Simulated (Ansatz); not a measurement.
Geometry optimisation, RKS BLYP-D4/def2-SVP (Ansatz).

Input file:

```yaml
crystal:
  periodic: [false, false, false]
  atoms:
    - { symbol: Si, position_ang: [-0.859696, 0.133662, 0.352852] }
    - { symbol: H, position_ang: [1.430621, 0.180993, 1.704869] }
    - { symbol: Cl, position_ang: [2.418056, -0.170748, 0.86797] }
    - { symbol: Cl, position_ang: [-1.005961, 1.662521, -1.111016] }
    - { symbol: O, position_ang: [-1.069934, -1.213406, -0.642568] }
    - { symbol: H, position_ang: [-1.026385, -2.062322, -0.157507] }
basis:
  gaussian: { orbitals: def2-SVP }
hamiltonian:
  xc: blyp
  dispersion: d4
relax:
  f_tol: 0.03
  max_steps: 50
```

Launched with:

```bash
$ ansatz run input.yaml --threads 1 --pin off --max-ram 2048MiB --backend cpu --events-out ev --progress --plain --runs-dir out
```

Q: Where does it end, and by what steps?

A: The run converged. The force dipped under the threshold on the way, but the program's further checks kept it going. After 42 steps the energy has fallen by 0.164 eV; H2 moved furthest, 1.15 Å.

```
step  energy less start (eV)  largest force component (eV/Å)  accepted
   0                  0.0000                           0.637       yes
   2                  0.0286                           1.047        no
   4                 -0.0123                           0.196        no
   6                 -0.0176                           0.106       yes
   8                 -0.0205                           0.193       yes
  10                 -0.0338                           0.046       yes
  12                 -0.0342                           0.022       yes
  14                 -0.0358                           0.072       yes
  16                 -0.0380                           0.112       yes
  18                 -0.0371                           0.223        no
  20                 -0.0392                           0.184        no
  22                 -0.0401                           0.077       yes
  24                 -0.0402                           0.189        no
  26                 -0.0427                           0.015       yes
  28                 -0.0467                           0.303       yes
  30                 -0.0534                           0.166       yes
  32                 -0.0684                           0.386       yes
  34                 -0.1079                           0.784       yes
  36                 -0.1371                           0.499       yes
  38                 -0.1556                           0.204       yes
  40                 -0.1628                           0.147       yes
  42                 -0.1638                           0.024       yes
```

```xyz
6
Properties=species:S:1:pos:R:3
Si -1.147 -0.188 0.556
H 1.610 0.736 0.710
Cl 1.995 -0.264 1.468
Cl -0.366 1.610 -0.382
O -0.957 -1.224 -0.762
H -1.249 -2.140 -0.577
```

Time of the run: 80 s on 1 thread of Arm Neoverse V2, on a shared host, peak memory 0.15 GiB.
